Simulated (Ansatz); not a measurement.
`C#[C][Ge]([CH3])([F])[F]` → `[F][Ge][F]` + `C#CC` at 298.15 K and 1 bar (germylene formation by 1,1-elimination).

Gas-phase electronic energies from Ansatz, PBE0-D4/def2-TZVP geometries. CBS: MP2 limit from def2 TZ/QZ plus the TZ coupled-cluster correction, frozen cores. This one scheme is used for every species. For Ge outer-core shells are correlated without core-valence functions, which leaves a few kJ/mol of doubt a bond. Scalar relativity is left out up to krypton.

```json
{"species": "`C#[C][Ge]([CH3])([F])[F]`", "CCSD(T)/CBS energy (Eh)": "-2392.29725", "H − E (kJ/mol)": "183.3", "S (J/(mol·K))": "375.9"}
{"species": "`[F][Ge][F]`", "CCSD(T)/CBS energy (Eh)": "-2275.77030", "H − E (kJ/mol)": "21.5", "S (J/(mol·K))": "271.0"}
{"species": "`C#CC`", "CCSD(T)/CBS energy (Eh)": "-116.49627", "H − E (kJ/mol)": "159.2", "S (J/(mol·K))": "246.7"}
```

H − E and S are ideal-gas, rigid-rotor, harmonic terms from PBE0-D4/def2-TZVP. 1 Eh = 2625.50 kJ/mol, R = 8.31446 J/(mol·K).

Q: By hand: ΔE, ΔH, ΔS and ΔG.

A: ΔE = (-2275.77030) + (-116.49627) − (-2392.29725) = 0.03068 Eh = 80.6 kJ/mol. Δ(H − E) = 21.5 + 159.2 − 183.3 = -2.6, so ΔH = 78.0 kJ/mol. ΔS = 271.0 + 246.7 − 375.9 = 141.8 J/(mol·K). ΔG = 78.0 − 298.15 × (141.8)/1000 = 35.7 kJ/mol.

Q: By hand: the equilibrium constant, and the temperature at which ΔG would vanish if ΔH and ΔS stayed fixed.

A: log₁₀ K = −ΔG/(RT ln 10) = -6.3. ΔG = 0 at ΔH/ΔS = 550 K.

The number of gas molecules changes by +1, which sets the sign of ΔS. A doubt of 5 kJ/mol in ΔE shifts log₁₀ K by 0.9 here. These are equilibria of isolated gas molecules and say nothing of rates. Largest T1 diagnostic: 0.015 (customary marks: 0.02 for closed shells, 0.045 for open ones).
